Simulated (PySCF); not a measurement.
**Static response to an electric field**

C7H6F2O.
Numbering: `[OH:1][c:2]1[cH:3][cH:4][cH:5][c:6]([CH:7]([F:8])[F:9])[cH:10]1` (hydrogens: H11 on O1; H12 on C3; H13 on C4; H14 on C5; H15 on C7; H16 on C10)

Geometry (GFN2-xTB, Å), atoms numbered from 1 in this order:
```
atom  x, y, z in Å
O1    -1.9700   -2.1196    0.4986
C2    -1.2750   -0.9872    0.2334
C3    -1.9879    0.1748   -0.0518
C4    -1.3120    1.3457   -0.3301
C5     0.0727    1.3820   -0.3216
C6     0.7818    0.2252   -0.0342
C7     2.2881    0.2595    0.0008
F8     2.7928    1.0922   -0.9429
F9     2.8272   -0.9607   -0.2461
C10    0.1145   -0.9583    0.2432
H11   -1.3643   -2.8537    0.6601
H12   -3.0652    0.1330   -0.0516
H13   -1.8679    2.2420   -0.5577
H14    0.6002    2.2956   -0.5453
H15    2.6817    0.5965    0.9768
H16    0.6755   -1.8578    0.4569
```

Level: PBE0/def2-SVPD (PySCF), static field, nuclei fixed, core orbitals frozen in the response. The polarisability tensor in these axes (au):

```
x   103.89   3.54  -0.86
y     3.54  96.06 -10.13
z    -0.86 -10.13  56.48
```

Task: What are the eigenvalues, a third of the trace, and Δα (Δα² = ½Σ(αi − αj)² over the three pairs)?

Result: Principal values 54.04, 96.66 and 105.73 au; mean 85.48 au = 12.67 Å³ = 14.09 × 10⁻⁴⁰ C²·m²/J; Δα = 47.81 au (56 % of the mean).

Task: What is the dipole moment, and where does it point?

Result: (-0.87, -0.23, 1.51) D, 1.76 D in size, pointing from the negative to the positive side. Measured along this direction, the outermost atoms are F8 at the negative end and O1 and H11 at the positive end.

Task: Traceless (Buckingham) quadrupole moment about the centre of nuclear charge: eigenvalues?

Result: -12.57, 0.71, 11.87 D·Å. The values depend on the origin, since the dipole doesn't vanish. The electronic extent ⟨r²⟩ about the same centre is 1526 bohr², a root-mean-square distance of 2.40 Å for the 74 electrons.

Task: Find the Langevin capture rate constant for H3O+ (19.018 u) meeting this molecule (144.039 u), k = 2.342 × 10⁻⁹ cm³/s × √(α in Å³ / reduced mass in u).

Result: The reduced mass is 16.80 u, so k = 2.03 × 10⁻⁹ cm³/s. The formula leaves out the permanent dipole, which adds to the capture rate.

Task: Refractivity n − 1 of an ideal gas of it at 400 K and 1 atm, from the electronic α?

Result: N = p/kT = 1.8347 × 10¹⁹ cm⁻³, so n − 1 = 2π × N × 12.67 × 10⁻²⁴ cm³ = 1460 × 10⁻⁶ at long wavelengths, for an ideal gas.

Task: Give the principal axes and the span of the nuclei along them.

Result: Largest value along (0.89, 0.44, -0.11), where the nuclei span 5.81 Å; middle along (-0.45, 0.87, -0.21), 4.96 Å; least along (0.00, 0.23, 0.97), 1.75 Å. The response follows the extents in order.

Task: Form Σ f/ω² (atomic units) for the 6 lowest TDDFT singlets, given as eV and f, and set it beside the mean polarisability, which is this sum over all singlets: 5.10, 0.0428; 5.90, 0.0341; 6.11, 0.0001; 6.81, 0.5567; 6.84, 0.1545; 6.97, 0.2266.

Result: They add up to 16.74 au, 19.6 % of the 85.48 au; the largest single term is 8.90 au, from the state at 6.81 eV. Terms in order: 1.22, 0.72, 0.00, 8.90, 2.44, 3.45 au. Higher excitations give the rest. The strengths listed sum to 1.015.

Isolated species at its GFN2-xTB geometry (one conformer only).
